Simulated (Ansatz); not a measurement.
Consider the redistribution: `BN(C)BC` + `N[SiH2][SiH2][SiH3]` → `CB[SiH2]N` + `BN(C)[SiH2][SiH3]`.

Isolated molecules relaxed with PBE0-D4/def2-TZVP in Ansatz; ΔE leaves out vibrations. CCSD(T)/CBS is the MP2 limit (def2-TZVPP, def2-QZVPP) plus CCSD(T) − MP2 in def2-TZVPP, frozen cores. DFT in def2-TZVPP. B3LYP here is the variant with VWN-RPA as its local correlation; programs differ in this. One conformer a species, not always the lowest.

| level | ΔE (kcal/mol) | difference from CCSD(T)/CBS |
| --- | --- | --- |
| PBE-D4 | 22.7 | 1.3 |
| r2SCAN-D4 | 22.2 | 0.8 |
| PBE0-D4 | 22.9 | 1.5 |
| B3LYP-D4 | 21.4 | 0.0 |
| ωB97X-V | 21.2 | -0.2 |
| ωB97M-V | 21.2 | -0.2 |
| B2PLYP | 21.7 | 0.3 |
| PBE | 23.0 | 1.6 |
| r2SCAN | 22.2 | 0.8 |
| PBE0 | 23.1 | 1.7 |
| B3LYP | 21.9 | 0.5 |
| HF/def2-TZVPP | 20.9 | -0.5 |
| MP2/def2-TZVPP | 21.7 | 0.3 |
| SCS-MP2/def2-TZVPP | 20.9 | -0.5 |
| CCSD/def2-TZVPP | 21.2 | -0.2 |
| CCSD(T)/def2-TZVPP | 21.5 | 0.1 |
| HF/def2-QZVPP | 20.7 | -0.7 |
| MP2/def2-QZVPP | 21.6 | 0.2 |
| SCS-MP2/def2-QZVPP | 20.9 | -0.5 |
| HF/CBS(def2) | 20.7 | -0.7 |
| MP2/CBS(def2) | 21.6 | 0.2 |
| CCSD/CBS(def2) | 21.2 | -0.2 |
| CCSD(T)/CBS | 21.4 | 0 |

Largest T1 diagnostic among the species: 0.013.
